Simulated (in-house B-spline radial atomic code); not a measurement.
Checks on a self-consistent run for Ga⁴⁺, [Ar] (3d3/2)4 (3d5/2)5. Method: Dirac-Hartree-Fock, average of the jj configuration, Fermi nucleus of rms radius 3.9973 fm. Calculated with an all-electron radial atomic-structure program (B-spline basis).

```
orbital  q      ε (Eh)    <1/r>        <r²>  small-component weight
  1s1/2  2  -386.11033  31.3066  0.00317555                0.012554
  2s1/2  2   -51.50231  6.91486    0.055462               0.0024348
  2p1/2  2   -45.65537  6.84008   0.0435282               0.0023994
  2p3/2  4   -44.60691  6.67036   0.0449551               0.0023565
  3s1/2  2    -8.69823  2.19985    0.480113              0.00054643
  3p1/2  2    -6.76564  2.07504    0.515915              0.00049962
  3p3/2  4    -6.56443  2.03397    0.531057              0.00048753
  3d3/2  4    -3.30751  1.74372    0.671489              0.00037602
  3d5/2  5    -3.27841  1.73198      0.6805              0.00037231
```

Electron-electron repulsion V_ee = 706.5816 hartree.

Problem. What total energy follows from the eigenvalues?

Solution. The eigenvalues count the repulsion twice, so E = Σqε - V_ee = -1231.771 - 706.582 = -1938.353 hartree; the run printed -1938.353.

Problem. Does the Dirac virial theorem hold?

Solution. For a point nucleus E = -2c²Σq·w, with w the small-component weight. Here Σq·w = 0.051609 and c = 137.0360, so the ratio E/(-2c²Σq·w) is 1.000011; the finite nucleus accounts for the departure from 1.

Problem. What diamagnetic shielding (Lamb formula) and susceptibility (Langevin formula) do the radii give?

Solution. σ = (α²/3)Σq<1/r> = 149.125/(3·137.036²) = 2647 ppm, and χ = -0.79199×10⁻⁶·Σq<r²> = -8.386×10⁻⁶ cm³/mol with Σq<r²> = 10.589 bohr². Both are non-relativistic formulas without the paramagnetism of open shells.
